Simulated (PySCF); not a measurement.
A structure optimised at PBE0-D3(BJ)/def2-SVP, used in a PySCF frequency run:

```xyz
12

Ga    -0.6019     0.2580    -0.2851
C     -2.0744    -1.0252    -0.3058
H     -1.7682    -1.9334    -0.8480
H     -2.9821    -0.6203    -0.7745
H     -2.3138    -1.3294     0.7254
C     -0.4558     2.1088    -0.8919
H      0.3331     2.1863    -1.6565
H     -0.1549     2.7526    -0.0505
H     -1.3958     2.4914    -1.3133
N      0.9561    -0.4086     0.4533
C      1.9655    -0.8421     0.9305
O      2.9545    -1.2667     1.3981
```
Charge 0, spin multiplicity 1.

Question: Write its SMILES and formula.

Answer: [CH3][Ga]([CH3])[N]=C=O, C₃H₆GaNO

Question: What are its rotational constants (standard atomic weights)?

Answer: 4.6623, 1.2903, 1.0236 GHz
